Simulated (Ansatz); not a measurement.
Be₂I₂⁺ was relaxed with r2SCAN-D4 (def2-TZVP) in Ansatz in these states: charge +1 doublet, charge +1 quartet. The geometries follow in no particular order.

In the def2 sets I takes a core potential; there is no spin–orbit coupling.

A:

```xyz
4

Be   -0.755   -2.017    1.158
Be    0.286    0.760   -0.427
I     0.358    0.020    1.743
I     0.112    1.238   -2.474
```

B:

```csv
atom,x (Å),y (Å),z (Å)
Be1,-1.2696,-1.5389,0.8366
Be2,-0.4349,0.1106,-0.5968
I3,0.8031,-0.1985,1.3997
I4,0.9014,1.6268,-1.6395
```

Q: Judge from the bond lengths which geometry belongs to which state (an estimate).

A: A is the charge +1 doublet (Be2–I4 2.109 Å, Be1–I3 2.394 Å, Be2–I3 2.294 Å); B is the charge +1 quartet (Be2–I4 2.274 Å, Be1–I3 2.532 Å, Be2–I3 2.369 Å).
